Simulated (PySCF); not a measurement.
**Fractional electron number in Mn⁺ (manganese, charge +1)**

The 4s alpha orbital of [Ar] 3d5 4s1 is emptied in steps (occupation f), with all orbitals relaxed, ending at [Ar] 3d5. Calculation: PySCF 2.14, in def2-SVP; no relativity, point nucleus. The exact energy is a straight line in f; departures are measured from the line between the end points of the same method.

```tsv
f	PBE0 (eV)	r2SCAN (eV)	LC-wPBE (eV)
1	0.000	0.000	0.000
0.75	-0.481	-0.572	-0.026
0.5	-0.641	-0.755	-0.034
0.25	-0.480	-0.559	-0.029
0	0.000	0.000	0.000
```

```
 method  E(f=0) − E(f=1) (eV)  −ε at f=1 (eV)  −ε at f=0.5 (eV)
   PBE0                15.526          12.961            15.526
 r2SCAN                15.600          12.517            15.629
LC-wPBE                15.278          15.128            15.271
```

Orbital energy along the path (eV):

```csv
f,PBE0,r2SCAN,LC-wPBE
1,-12.961,-12.517,-15.128
0.75,-14.244,-14.098,-15.212
0.5,-15.526,-15.629,-15.271
0.25,-16.816,-17.130,-15.335
0,-17.998,-18.453,-15.463
```

Reference removal energy between the ground levels: 15.640 eV (measured; NIST Atomic Spectra Database, ionization energies).
